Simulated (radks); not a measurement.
Values are calculated unless marked as measured or tabulated.
Question: These are the eigenvalues of the occupied orbitals of an atom or ion with whole-number occupations (hartree). Level of theory: Dirac Kohn-Sham, PBE, spin-unpolarised, spherical densities, point nucleus (a radial shooting solver on a logarithmic mesh with Libxc functionals).

orbital  eigenvalue
1s1/2     -2472.681
2s1/2     -424.7104
2p1/2     -405.8549
2p3/2     -359.1715
3s1/2     -97.44585
3p1/2     -89.07680
3p3/2     -79.02652
3d3/2     -64.91729
3d5/2     -62.72858
4s1/2     -20.03020
4p1/2     -16.58158
4p3/2     -14.26759
4d3/2      -8.60673
4d5/2      -8.18169
5s1/2      -2.88279
5p1/2      -1.88652
5p3/2      -1.56610
4f5/2      -1.15078
4f7/2      -1.07797
6s1/2      -0.37880
5d3/2      -0.34722
6f5/2      -0.01348

Which element is it, and in what charge state? The configuration may be excited. Open shells, if any, fill j = l - 1/2 first.

Answer: Z = 73, tantalum, charge 0: Ta in [Xe] 4f14 5d3 6s1 6f1. The list shows which subshells hold electrons but not how many an open one holds; the 1s level, -2472.7 hartree, gives Z - s = 70.3 by -(Z - s)^2/2, which with screening and relativity narrows Z to a few neighbours, and the depths of the outer levels then fix element, charge and occupations together.
